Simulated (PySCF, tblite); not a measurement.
Species: C6H8NOP.
Numbering: `[OH:1][CH2:2][PH:3][c:4]1[cH:5][cH:6][n:7][cH:8][cH:9]1` (hydrogens: H10 on O1; H11, H12 on C2; H13 on P3; H14 on C5; H15 on C6; H16 on C8; H17 on C9)

The geometry is computed with GFN2-xTB (gas phase).

Question: List the bond lengths, angles and torsions at this level.

Answer: 
| bond | length (pm) | order |
| --- | --- | --- |
| O1–C2 | 139.8 | single |
| C2–P3 | 188.0 | single |
| P3–C4 | 183.4 | single |
| C4–C5, C4–C9 | 139.3 | aromatic |
| C5–C6, C8–C9 | 138.5 | aromatic |
| C6–N7, N7–C8 | 132.2 | aromatic |
| O1–H10 | 96.5 | single |
| C2–H11, C2–H12 | 109.7 | single |
| P3–H13 | 139.8 | single |
| C5–H14, C9–H17 | 108.1 | single |
| C6–H15, C8–H16 | 108.2 | single |

Bonds in one row agree within 1 pm and their mean is given. Orders are formal, as drawn. A selection of angles:
| angle | degrees |
| --- | --- |
| C2–O1–H10 | 109.5 |
| O1–C2–P3 | 113.5 |
| O1–C2–H11 | 106.6 |
| O1–C2–H12 | 112.1 |
| P3–C2–H11 | 107.5 |
| P3–C2–H12 | 108.7 |
| H11–C2–H12 | 108.3 |
| C2–P3–C4 | 96.2 |
| C2–P3–H13 | 93.8 |
| C4–P3–H13 | 94.8 |
| P3–C4–C5 | 123.1 |
| P3–C4–C9 | 119.1 |
| C5–C4–C9 | 117.9 |
| C4–C5–C6 | 118.5 |
| C4–C5–H14 | 120.8 |
| C6–C5–H14 | 120.7 |
| C5–C6–N7 | 123.5 |
| C5–C6–H15 | 120.9 |
| N7–C6–H15 | 115.6 |
| C6–N7–C8 | 118.1 |
| C4–C9–C8 | 118.7 |
| C4–C9–H17 | 120.4 |

Torsions: O1–C2–P3–C4 56° (synclinal); C2–P3–C4–C5 -104° (anticlinal); H10–O1–C2–P3 -63° (synclinal). The mirror-image conformer, all signs reversed, is as good.

Of the pairs four or more bonds apart, C4···H10 is among the closest relative to their van der Waals radii: 2.59 Å, 89 % of the sum of Bondi's values. The 6-membered ring C4–C5–C6–N7–C8–C9 has internal angles of 117.9° to 123.5°; it is planar, 0.00 Å rms from its mean plane, widest ring torsion 1°. The 2 C–P bonds span 1.834 Å (P3–C4, drawn single) to 1.880 Å (C2–P3, drawn single), a spread of 0.046 Å. N7 (pyridine-type nitrogen) is bent (angle 118.1°). P3 (phosphine phosphorus) is pyramidal (angles 96.2°, 94.8° and 93.8°, sum 284.8°, 0.87 Å off the plane of its three neighbours).

Point group: C1 (no symmetry element, even within 0.4 Å). Its GFN2-xTB frequencies are all real (lowest 24 cm⁻¹). One conformer, not necessarily the lowest (H–O1–C2–P3 -63°, O1–C2–P3–C4 56°, C2–P3–C4–C5 -104°).
